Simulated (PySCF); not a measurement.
## ZrC: one state, many levels of theory

State: ³Σ⁺ (triplet), unpaired electrons σ ↑↑. Set-up: Zr def2-TZVPP with ECP28, C def2-TZVPP; scalar-relativistic core potentials (PySCF 2.14). De refers to Zr (4d2 5s2) + C in their high-spin ground configurations, without counterpoise correction. The functionals are run spin-unrestricted. A positive dipole means Zr(−)C(+).

```csv
Level,Re (Å),ωe (cm⁻¹),De (eV),μ (D)
ROHF,1.768,974,n/a,-4.07
ROHF-MP2,1.799,999,n/a,n/a
ROHF-SCS-MP2,1.801,976,n/a,n/a
ROHF-CCSD,1.794,935,4.27,n/a
ROHF-CCSD(T),1.813,896,4.72,n/a
LDA,1.787,948,n/a,-3.82
PBE,1.800,925,n/a,-3.75
BP86,1.805,918,n/a,-3.83
r²SCAN,1.790,952,n/a,-3.77
r²SCANh,1.783,965,n/a,-3.82
B3LYP,1.795,938,n/a,-3.99
PBE0,1.779,969,n/a,-3.85
CAM-B3LYP,1.777,975,n/a,-4.11
```

Problem. What does a quarter of exact exchange do here, going from PBE to PBE0?

Solution. PBE0 less PBE: -2.1 pm in Re, +4.8 % in ωe. Exact exchange removes part of the self-interaction that spreads semilocal densities, and in most molecules shortens and stiffens the bond and lowers De; so it does here.

Problem. What does the step from GGA to meta-GGA do here, going from PBE to r²SCAN?

Solution. r²SCAN less PBE: -1.0 pm in Re, +2.9 % in ωe. 

Problem. What does the gradient correction do here, going from LDA to PBE?

Solution. PBE less LDA: +1.3 pm in Re, -2.4 % in ωe. The gradient correction favours the more uneven density of free atoms, so it tends to lengthen bonds and takes away much of the overbinding of LDA; so it does here.

Correlated steps freeze 1 core orbital. De is left out where the level can put another filling of the metal’s s and d shells below the measured ground configuration, by anything from nothing to about 1 eV. Spin–orbit coupling is left out, which matters for elements this heavy, above all for dissociation energies. With d or f electrons several states lie close, and the lowest PBE0 determinant need not be the measured ground state.

The whole job (state search and all levels along the bond) took about 26 min on 1 thread of Arm Neoverse V1 (shared host), peak memory 3.3 GiB.
